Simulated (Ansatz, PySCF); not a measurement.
Process, species as SMILES: B[NH] → [BH]N
Geometries: B3LYP-D3(BJ)/def2-TZVP minima from Ansatz (a first-principles code), one conformer each, not searched for the lowest.

Wanted: isomerisation energy (enthalpy at 298 K, with B3LYP-D3(BJ) rigid-rotor harmonic-oscillator terms from PySCF), in kcal/mol. Valence correlation only, unless marked. Open shells are spin-unrestricted. No spin-orbit coupling. Non-relativistic. CBS marks a two-point X^-3 extrapolation of the correlation energy; Hartree-Fock from the larger set.

```json
[
 {"level": "PBE-D4/def2-TZVPD", "program": "Ansatz + dftd4", "isomerisation energy (kcal/mol)": "-4.6"},
 {"level": "BLYP-D3(BJ)/def2-TZVPD", "program": "Ansatz + dftd3", "isomerisation energy (kcal/mol)": "-1.9"},
 {"level": "BLYP-D4/def2-TZVPD", "program": "Ansatz + dftd4", "isomerisation energy (kcal/mol)": "-1.9"},
 {"level": "M06-L-D4/def2-TZVPD", "program": "PySCF + dftd4", "isomerisation energy (kcal/mol)": "(withheld)"},
 {"level": "LC-wPBE-D3(BJ)/def2-TZVPD", "program": "Ansatz + dftd3", "isomerisation energy (kcal/mol)": "-8.1"},
 {"level": "RPA@PBE/cc-pVQZ", "program": "Ansatz", "isomerisation energy (kcal/mol)": "(withheld)"},
 {"level": "SCS-MP2/6-31G*", "program": "Ansatz", "isomerisation energy (kcal/mol)": "-8.1"},
 {"level": "CCSD/def2-TZVPPD", "program": "Ansatz", "isomerisation energy (kcal/mol)": "(withheld)"},
 {"level": "CCSD(T)/CBS(def2-TZVPPD,def2-QZVPPD)", "program": "Ansatz", "isomerisation energy (kcal/mol)": "(withheld)"}
]
```

### Question
Complete the blanks.

### Answer

- M06-L-D4/def2-TZVPD, isomerisation energy (kcal/mol): -1.5
- RPA@PBE/cc-pVQZ, isomerisation energy (kcal/mol): -7.0
- CCSD/def2-TZVPPD, isomerisation energy (kcal/mol): -7.4
- CCSD(T)/CBS(def2-TZVPPD,def2-QZVPPD), isomerisation energy (kcal/mol): -7.9
